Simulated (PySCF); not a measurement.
# A ladder for the electron affinity of Au

Au⁻ [Xe] 4f14 5d10 6s2 (1S) → Au [Xe] 4f14 5d10 6s1 (2S). Scalar values calculated with PySCF 2.14 in x2c-TZVPPall with one added diffuse shell each of s, p, d, f type (spin-free X2C; valence and next inner shell: [Kr] 4d10 4f14 frozen; valence: [Xe] 4f14 frozen). The spin-orbit shift comes from two-component X2C-1e calculations (generalised Hartree-Fock, GHF, and MP2 on its spinors, GMP2) in x2c-TZVPall-2c with one added diffuse shell each of s, p, d type: GMP2 gives 2.024 eV without and 2.055 eV with screened spin-orbit coupling, a shift of 0.031 eV (GHF: 0.017 eV). Sums use unrounded values; where a UHF row is shifted, it takes the GHF shift.

```json
{"method": "UHF", "scalar (eV)": "0.632"}
{"method": "MP2 (valence and next inner shell)", "scalar (eV)": "2.240"}
{"method": "SCS-MP2 (valence and next inner shell)", "scalar (eV)": "2.165"}
{"method": "CCSD (valence and next inner shell)", "scalar (eV)": "2.042"}
{"method": "CCSD(T) (valence and next inner shell)", "scalar (eV)": "2.228"}
{"method": "MP2 (valence)", "scalar (eV)": "2.144"}
{"method": "SCS-MP2 (valence)", "scalar (eV)": "2.101"}
{"method": "CCSD (valence)", "scalar (eV)": "2.006"}
{"method": "CCSD(T) (valence)", "scalar (eV)": "2.164"}
{"method": "LDA", "scalar (eV)": "2.613"}
{"method": "PBE", "scalar (eV)": "2.326"}
{"method": "PBE0", "scalar (eV)": "2.022"}
{"method": "r2SCAN", "scalar (eV)": "2.234"}
{"method": "r2SCANh", "scalar (eV)": "2.146"}
{"method": "B2PLYP", "scalar (eV)": "2.165"}
{"method": "M06-L", "scalar (eV)": "1.953"}
```

(1) Form a composite estimate from CCSD(T) (valence and next inner shell) and the spin-orbit shift, and compare it with the reference, 2.309 eV (measured; photodetachment measurements, as compiled on the Wikipedia data page of electron affinities).

The errors of the correlated levels include the incompleteness of the basis and the frozen core, so a lower level can come closer by cancellation.

Answers

(1) 2.228 + (0.031) = 2.259 eV, an error of -0.050 eV.
